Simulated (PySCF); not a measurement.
Ionisation energy of Mo¹⁶⁺ by level of theory

Mo¹⁶⁺ [Ar] 3d8 [3d3/2^4 3d5/2^4, M_J = 4] → Mo¹⁷⁺ [Ar] 3d7 [3d3/2^4 3d5/2^3, M_J = 9/2], as a difference of total energies. Computed with PySCF 2.14 in an uncontracted even-tempered set (17 s from 1.5 bohr⁻², ratio 2.8; 12 p from 1.9 bohr⁻², ratio 2.8; 8 d from 1.9 bohr⁻², ratio 2.8; 4 f from 9.3 bohr⁻², ratio 3), with the two-component X2C-1e Hamiltonian. Correlated levels: [Ne] frozen; the 70 highest virtual spinors dropped. "Screened" scales the spin-orbit matrix elements by Boettger's factors to mimic the two-electron term; Breit and QED terms are absent.

| method | ionisation energy (eV) |
| --- | --- |
| GHF (spin-free) | 647.05 |
| GMP2 (spin-free) | 648.42 |
| GHF (screened spin-orbit) | 646.47 |
| GMP2 (screened spin-orbit) | 647.82 |

Task: How much does correlation contribute at GMP2 (screened spin-orbit)?

Result: 647.82 − (646.47) = 1.35 eV, measured against GHF (screened spin-orbit).

Breit and QED terms and the two-electron picture change are absent.

The spin-free rows relax to the high-spin LS determinant and lack the spin-orbit shift.

The labels give the starting determinants; with spin-orbit coupling the two ends relaxed to ⟨J²⟩ = 20.00, ⟨L²⟩ = 12.15, ⟨S²⟩ = 1.97 and ⟨J²⟩ = 24.75, ⟨L²⟩ = 12.65, ⟨S²⟩ = 3.52.

For comparison: 646 ± 3 eV (theoretical estimate listed by NIST; NIST Atomic Spectra Database, ionization energies).
